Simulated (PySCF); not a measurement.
CH8FNOSi2, SMILES O[SiH2]N[SiH2]CF.

The structure is a stationary point at B3LYP-D3(BJ)/def2-SVP. This is a generated structure with no PubChem entry under its InChIKey; it may be hypothetical. One conformer was computed; it need not be the lowest.

Two levels are set side by side: TDDFT-PBE/def2-SVPD (PySCF) and TDDFT-B3LYP/def2-SVPD (PySCF). Vertical, same geometry. The lowest singlet is HOMO→LUMO 99 % with PBE and HOMO→LUMO 92 % with the other functional; states are paired by order. Differences are taken from unrounded values.

```
quantity                               TDDFT-B3LYP  TDDFT-PBE  TDDFT-PBE minus TDDFT-B3LYP
-------------------------------------  -----------  ---------  ---------------------------
lowest singlet excitation (eV)                6.22       5.61                        -0.61
lowest triplet excitation (TDA) (eV)          5.93       5.36                        -0.57
first bright state (f over 0.05) (eV)         7.05       6.35                        -0.70
its oscillator strength                       0.08       0.06                        -0.02
```

Functionals without exact exchange tend to place singlet excitations lower, as here. Differences between two approximate levels are no errors against the true value.

Rough cost on one machine, each run with all the roots and properties that it gave: TDDFT-B3LYP against TDDFT-PBE about 4 times.
